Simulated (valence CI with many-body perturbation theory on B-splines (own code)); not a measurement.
# Sb in three bases

Calculated by relativistic CI+MBPT: five valence electrons over a frozen Dirac-Fock core [Kr] 4d10, radial functions for each j: 9 s, 9 p, 8 d, 6 f, 3 g, 1 h, with the one-electron correlation potential Σ1, the two-electron term Σ2, the three-electron term Σ3, Breit, model QED; selected CI, second order for the rest, scaled by the run's own slope (own B-spline code, finite nucleus).

Against 18 measured levels this calculation errs by 48 cm⁻¹ on average and by 175 at most. These come from a selection out of the NIST Handbook of Basic Atomic Spectroscopic Data. Levels without a partner in it may be off by more. Among the levels kept, up to 2000 cm⁻¹ of a level comes from second order outside the variational space, and about a tenth of that is noise between levels of different J, which matters for small intervals.

The reference run has the lowest level 5s2 5p3 4S°_3/2 and an ionisation energy of 8.57578 eV. Its largest variational space holds 20000 state functions.

Names give the largest LS component (configuration and term), which can be under half, so a name can repeat, a term be missing and a line seem to break the LS rules; names also repeat where a configuration has a term twice. Letters in brackets count levels of one name in rising energy.

Changed runs:
A. basis 6 s, 6 p, 5 d, 3 f, 1 g
B. basis 5 s, 5 p, 4 d, 2 f

Excitation energies of the reference run in cm⁻¹, and shifts in cm⁻¹:

| Level | Reference | A | B |
| --- | --- | --- | --- |
| 5s2 5p3 2D°_3/2 | 8532 | +34 | +331 |
| 5s2 5p3 2D°_5/2 | 9841 | +58 | +349 |
| 5s2 5p3 2P°_1/2 | 16393 | +56 | +405 |
| 5s2 5p3 2P°_3/2 | 18488 | +6.6 | +340 |
| 5s2 5p2 6s 4P_1/2 | 43205 | -3.6 | -98 |
| 5s2 5p2 6s 4P_3/2 | 45941 | -63 | -187 |
| 5s2 5p2 6s 2P_1/2 | 46948 | +13 | -32 |
| 5s2 5p2 6s 4P_5/2 | 48305 | -35 | -136 |
| 5s2 5p2 6s 2P_3/2 | 49391 | -22 | -23 |
| 5s2 5p2 6p 4D°_1/2 | 51529 | +20 | -19 |
| 5s2 5p2 6p 4D°_3/2 [a] | 52502 | -26 | -110 |
| 5s2 5p2 5d 4P_5/2 | 53268 | +47 | +260 |
| Ionisation energy (eV) | 8.57578 | +0.00539 | -0.01570 |
